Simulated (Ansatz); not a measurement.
Gas-phase electronic energies from Ansatz, PBE0-D4/def2-TZVP geometries. CCSD(T)/CBS adds triple-zeta CCSD(T) − MP2 to the extrapolated MP2 energy (def2 sets, frozen cores). This one scheme is used for every species. DFT in def2-TZVPP. B3LYP here is the variant with VWN-RPA as its local correlation; programs differ in this. Each species was taken in one conformer, which may not be the lowest.

Reaction (formal exchange of groups at the Si–H bond): `O[SiH](Cl)[SiH2]Cl` + `O=CO` → `O[Si](O)(Cl)[SiH2]Cl` + `C=O`

`O[SiH](Cl)[SiH2]Cl`:

Cartesian coordinates in Å:
```
O -0.188 -0.715 -1.866
Si -0.460 -0.938 -0.268
Cl 0.783 -2.380 0.519
Si 0.031 1.047 0.881
Cl 1.747 1.742 -0.049
H 0.623 -0.263 -2.112
H -1.849 -1.430 -0.149
H 0.329 0.849 2.320
H -1.016 2.088 0.725
```

`O=CO`:

Cartesian coordinates in Å:
```
O 0.067 0.023 -1.334
C 0.001 -0.363 -0.206
O -0.033 0.420 0.875
H -0.041 -1.418 0.099
H 0.005 1.338 0.566
```

`O[Si](O)(Cl)[SiH2]Cl`:

```xyz
10

O    -0.945   -1.630   -0.412
Si   -0.003   -0.591    0.426
O     1.454   -1.275    0.645
Cl   -0.936   -0.203    2.226
Si    0.323    1.449   -0.662
Cl   -1.568    2.149   -1.112
H    -1.894   -1.488   -0.397
H     1.503   -2.158    1.018
H     1.069    1.298   -1.935
H     0.995    2.449    0.202
```

`C=O`:

Z-matrix (Å, degrees):
```
C
O 1 1.195
H 1 1.109 2 122.0
H 1 1.109 2 122.0 3 -180.0
```

```
             level  ΔE (kJ/mol)  difference from CCSD(T)/CBS
            PBE-D4        -54.2                         26.4
         r2SCAN-D4        -63.7                         16.9
           PBE0-D4        -61.6                         19.0
          B3LYP-D4        -71.8                          8.8
           ωB97X-V        -68.1                         12.5
           ωB97M-V        -72.5                          8.1
            B2PLYP        -72.5                          8.1
               PBE        -51.4                         29.2
            r2SCAN        -62.8                         17.8
              PBE0        -59.1                         21.5
             B3LYP        -67.3                         13.3
     HF/def2-TZVPP        -79.9                          0.7
    MP2/def2-TZVPP        -79.1                          1.5
SCS-MP2/def2-TZVPP        -80.4                          0.2
   CCSD/def2-TZVPP        -80.1                          0.5
CCSD(T)/def2-TZVPP        -77.3                          3.3
     HF/def2-QZVPP        -81.4                         -0.8
    MP2/def2-QZVPP        -81.5                         -0.9
SCS-MP2/def2-QZVPP        -83.0                         -2.4
      HF/CBS(def2)        -81.6                         -1.0
     MP2/CBS(def2)        -82.4                         -1.8
    CCSD/CBS(def2)        -83.4                         -2.8
       CCSD(T)/CBS        -80.6                            0
```

Largest T1 diagnostic among the species: 0.016.

The D4 term adds −4.5 kJ/mol with B3LYP and −2.5 kJ/mol with PBE0; it sums over pairs of atoms, weighted by their polarisabilities, and B3LYP, whose exchange is more repulsive, gets the larger term. From PBE to PBE0 (25 % exact exchange), in def2-TZVPP and without D4, ΔE moves by −7.7 kJ/mol.

CCSD(T)/CBS has its own doubt, a few kJ/mol and more with outer-core shells, so smaller differences from it don't rank the levels.
